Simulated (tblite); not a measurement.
Species: C₄H₁₄Ge₂Si.
Atom-mapped SMILES: `[GeH3:1][GeH2:2][SiH2:3][CH:4]1[CH2:5][CH2:6][CH2:7]1` (hydrogens: H8, H9, H10 on Ge1; H11, H12 on Ge2; H13, H14 on Si3; H15 on C4; H16, H17 on C5; H18, H19 on C6; H20, H21 on C7)

Computed with GFN2-xTB (tblite), gas phase: L-BFGS steps from a force-field or distance-geometry start until the largest atomic force falls under 0.01 eV/Å.

Step 71: E = -578.7845 eV
```
atom  x, y, z in Å  |  force x, y, z in eV/Å
Ge1     3.1228   -0.4904   -0.6633    0.000  -0.001  -0.004
Ge2     2.1637    0.7686    1.1257    0.010  -0.002  -0.004
Si3    -0.1198    0.5470    1.6384    0.029  -0.015  -0.011
C4     -1.0988    0.8572    0.0442    0.014  -0.020  -0.018
C5     -0.8382   -0.1791   -1.0678   -0.032   0.002  -0.021
C6     -2.2759   -0.6926   -0.9140   -0.010  -0.033  -0.026
C7     -2.5804    0.4371    0.0776    0.009  -0.017  -0.006
H8      2.9009   -1.9785   -0.5927   -0.012   0.028   0.030
H9      2.5709   -0.1235   -2.0133    0.012   0.008  -0.003
H10     4.6125   -0.3511   -0.8167   -0.021  -0.001  -0.002
H11     2.5121    2.2124    0.8277    0.024   0.007  -0.012
H12     3.0475    0.5389    2.3358   -0.019  -0.014  -0.011
H13    -0.5511    1.5008    2.6639   -0.003   0.014   0.039
H14    -0.3959   -0.8123    2.1212   -0.017  -0.011   0.009
H15    -0.9581    1.8869   -0.2944    0.011  -0.013   0.010
H16    -0.6365    0.2595   -2.0447    0.014   0.007   0.020
H17    -0.0601   -0.9201   -0.8573   -0.033   0.051  -0.008
H18    -2.3381   -1.6879   -0.4801    0.001  -0.005   0.048
H19    -2.8739   -0.6783   -1.8226    0.009   0.005  -0.040
H20    -3.2587    1.1944   -0.3132    0.005  -0.020  -0.005
H21    -2.9538    0.1070    1.0451    0.010   0.028   0.017
```

Step 72: E = -578.7851 eV
```
atom  x, y, z in Å  |  force x, y, z in eV/Å
Ge1     3.1246   -0.4946   -0.6649   -0.018  -0.002   0.026
Ge2     2.1642    0.7604    1.1285    0.015   0.025  -0.044
Si3    -0.1209    0.5525    1.6359    0.008  -0.006  -0.007
C4     -1.1021    0.8620    0.0423    0.015  -0.009  -0.011
C5     -0.8392   -0.1694   -1.0733   -0.030  -0.002  -0.019
C6     -2.2698   -0.6983   -0.9083   -0.018  -0.038  -0.020
C7     -2.5815    0.4341    0.0774    0.004  -0.008   0.001
H8      2.8971   -1.9825   -0.6030   -0.008   0.031   0.030
H9      2.5760   -0.1180   -2.0124    0.009   0.012  -0.016
H10     4.6140   -0.3570   -0.8120   -0.008  -0.003  -0.006
H11     2.5205    2.2048    0.8320    0.018  -0.017  -0.002
H12     3.0407    0.5256    2.3410   -0.006  -0.017   0.002
H13    -0.5491    1.5100    2.6607    0.002   0.005   0.024
H14    -0.4034   -0.8037    2.1218   -0.018  -0.022   0.013
H15    -0.9662    1.8935   -0.2924    0.009  -0.009   0.008
H16    -0.6514    0.2730   -2.0513    0.016   0.006   0.027
H17    -0.0515   -0.9023   -0.8700   -0.029   0.050  -0.014
H18    -2.3161   -1.6908   -0.4661   -0.002  -0.007   0.049
H19    -2.8750   -0.6981   -1.8121    0.013   0.001  -0.048
H20    -3.2626    1.1852   -0.3203    0.007  -0.014  -0.008
H21    -2.9573    0.1095    1.0460    0.021   0.024   0.014
```

Step 73: E = -578.7858 eV
```
atom  x, y, z in Å  |  force x, y, z in eV/Å
Ge1     3.1257   -0.4989   -0.6657   -0.034   0.003   0.046
Ge2     2.1655    0.7528    1.1313    0.015   0.047  -0.071
Si3    -0.1215    0.5582    1.6328   -0.015   0.002   0.003
C4     -1.1051    0.8667    0.0397    0.007   0.002   0.001
C5     -0.8410   -0.1594   -1.0798   -0.023  -0.007  -0.011
C6     -2.2636   -0.7050   -0.9027   -0.021  -0.032  -0.007
C7     -2.5821    0.4307    0.0771   -0.004   0.002   0.005
H8      2.8920   -1.9858   -0.6128   -0.007   0.027   0.030
H9      2.5805   -0.1120   -2.0109    0.007   0.015  -0.025
H10     4.6148   -0.3639   -0.8078    0.005  -0.004  -0.009
H11     2.5307    2.1971    0.8372    0.013  -0.035   0.006
H12     3.0335    0.5119    2.3472    0.006  -0.019   0.010
H13    -0.5474    1.5190    2.6577    0.011  -0.011   0.002
H14    -0.4114   -0.7952    2.1219   -0.015  -0.027   0.015
H15    -0.9744    1.9000   -0.2907    0.006  -0.003   0.005
H16    -0.6671    0.2875   -2.0583    0.013   0.006   0.025
H17    -0.0432   -0.8826   -0.8844   -0.016   0.034  -0.019
H18    -2.2929   -1.6937   -0.4504   -0.005  -0.004   0.037
H19    -2.8760   -0.7191   -1.8016    0.019  -0.009  -0.043
H20    -3.2661    1.1752   -0.3277    0.007  -0.005  -0.010
H21    -2.9599    0.1125    1.0474    0.031   0.017   0.009
```

Step 74: E = -578.7865 eV
```
atom  x, y, z in Å  |  force x, y, z in eV/Å
Ge1     3.1255   -0.5023   -0.6651   -0.038   0.012   0.045
Ge2     2.1676    0.7477    1.1338    0.007   0.054  -0.072
Si3    -0.1216    0.5635    1.6294   -0.032   0.004   0.012
C4     -1.1074    0.8705    0.0365   -0.006   0.012   0.014
C5     -0.8436   -0.1502   -1.0872   -0.010  -0.009   0.002
C6     -2.2581   -0.7121   -0.8976   -0.019  -0.014   0.009
C7     -2.5821    0.4270    0.0767   -0.013   0.010   0.006
H8      2.8851   -1.9876   -0.6198   -0.007   0.017   0.031
H9      2.5827   -0.1060   -2.0085    0.008   0.015  -0.025
H10     4.6145   -0.3715   -0.8053    0.013  -0.005  -0.009
H11     2.5426    2.1905    0.8435    0.011  -0.037   0.010
H12     3.0267    0.4993    2.3546    0.011  -0.020   0.007
H13    -0.5459    1.5265    2.6552    0.018  -0.026  -0.020
H14    -0.4173   -0.7880    2.1212   -0.011  -0.024   0.015
H15    -0.9815    1.9056   -0.2895    0.003   0.005   0.001
H16    -0.6827    0.3010   -2.0655    0.005   0.008   0.016
H17    -0.0360   -0.8633   -0.9000    0.005   0.007  -0.021
H18    -2.2707   -1.6966   -0.4347   -0.010   0.002   0.017
H19    -2.8771   -0.7392   -1.7922    0.025  -0.023  -0.029
H20    -3.2685    1.1653   -0.3349    0.003   0.005  -0.013
H21    -2.9611    0.1158    1.0489    0.037   0.007   0.004
```

**Question.** Estimate the geometry and energy of step 75. (The exact step hangs on the optimiser's Hessian estimate; all steps are aligned on step 74, rigid shifts and turns removed.)

**Answer.** E = -578.7871 eV, largest force 0.059 eV/Å
```
atom  x, y, z in Å  |  force x, y, z in eV/Å
Ge1     3.1242   -0.5042   -0.6631   -0.026   0.019   0.022
Ge2     2.1697    0.7459    1.1353   -0.006   0.040  -0.043
Si3    -0.1218    0.5673    1.6268   -0.031  -0.004   0.011
C4     -1.1090    0.8731    0.0338   -0.018   0.016   0.018
C5     -0.8463   -0.1436   -1.0934    0.004  -0.006   0.016
C6     -2.2545   -0.7179   -0.8939   -0.010   0.007   0.019
C7     -2.5821    0.4242    0.0762   -0.016   0.015   0.001
H8      2.8781   -1.9879   -0.6232   -0.009   0.006   0.032
H9      2.5832   -0.1011   -2.0061    0.010   0.012  -0.017
H10     4.6139   -0.3782   -0.8046    0.008  -0.006  -0.006
H11     2.5538    2.1856    0.8494    0.012  -0.020   0.009
H12     3.0216    0.4898    2.3609    0.006  -0.018  -0.009
H13    -0.5445    1.5313    2.6534    0.020  -0.033  -0.033
H14    -0.4203   -0.7837    2.1202   -0.007  -0.017   0.012
H15    -0.9864    1.9095   -0.2889    0.000   0.011  -0.002
H16    -0.6950    0.3114   -2.0714   -0.007   0.009   0.009
H17    -0.0308   -0.8484   -0.9133    0.020  -0.017  -0.020
H18    -2.2539   -1.6987   -0.4224   -0.015   0.008  -0.002
H19    -2.8779   -0.7552   -1.7856    0.031  -0.034  -0.008
H20    -3.2700    1.1578   -0.3408   -0.002   0.013  -0.013
H21    -2.9610    0.1187    1.0502    0.035  -0.002   0.001
```

The energy changes by -0.0006 eV. The first-order estimate −F·Δx gives -0.0008 eV and the mean of the old and new forces, exact on a quadratic surface, -0.0006 eV. The step makes an angle of 84° with the force vector and moves no atom by more than 0.021 Å.

What follows is the cost of the whole relaxation. The run took 1.3 s on Arm Neoverse V1, one thread, on a shared host.
